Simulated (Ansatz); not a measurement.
**Telling isomers of FHNOSe+ apart by their spectra**

These gas-phase data were calculated for one isomer of FHNOSe+ at B3LYP-D3(BJ)/6-311G** (harmonic, unscaled wavenumbers; equilibrium rotational constants with average atomic masses):

```
rotational constants            : 9.019, 4.286, 2.905 GHz
all wavenumbers above 1500 cm⁻¹ : 3416
```

Candidates:

(1) `O=[NH+][Se]F`, a singlet
(2) `O/N=[Se+]\F`, a singlet

**Question.** Assign the data to one candidate and say why.

**Answer.** Candidate (2). The band at 3416 cm⁻¹ lies where the O–H stretch is expected; (1) has no mode between 3300 and 4000 cm⁻¹.

The same quantities for all candidates:

|  | rotational constants (GHz) | wavenumbers above 1500 cm⁻¹ | E above the lowest, B3LYP-D3(BJ)/6-311G** (kcal/mol) |
| --- | --- | --- | --- |
| (1) | 11.77, 3.305, 2.58 | 3113, 1677 | 0.0 |
| (2) | 9.019, 4.286, 2.905 | 3416 | 3.3 |

Each candidate is one conformer. Programs: Ansatz 0.2.0.
